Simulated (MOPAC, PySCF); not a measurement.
[Cd(F)2], neutral singlet in the gas phase. 

Cartesian coordinates (Å):
```xyz
3

Cd     0.0000     0.0000     0.0000
F     -1.7824     0.3927     0.6312
F      1.7824    -0.3927    -0.6312
```
Charge 0, multiplicity 1.

All levels are single points at this geometry (PBE-D3(BJ)/def2-SVP); Pople sets use spherical d functions. Orbital energies aren't observables, and empty levels follow the basis.

PM3 in MOPAC gives dipole (D) = 0.00.

### Question
Estimate the dipole (D) from each of these levels: TPSSh-D3(BJ)/def2-TZVP in PySCF; B3LYP/LANL2DZ in PySCF; M06-2X/6-31G* (LANL2DZ on Cd) in PySCF; PBE/6-31G* (LANL2DZ on Cd) in PySCF; HF/6-31G* (LANL2DZ on Cd) in PySCF.

### Answer

```tsv
level	dipole (D)
TPSSh-D3(BJ)/def2-TZVP in PySCF	0.00
B3LYP/LANL2DZ in PySCF	0.00
M06-2X/6-31G* (LANL2DZ on Cd) in PySCF	0.00
PBE/6-31G* (LANL2DZ on Cd) in PySCF	0.00
HF/6-31G* (LANL2DZ on Cd) in PySCF	0.00
```
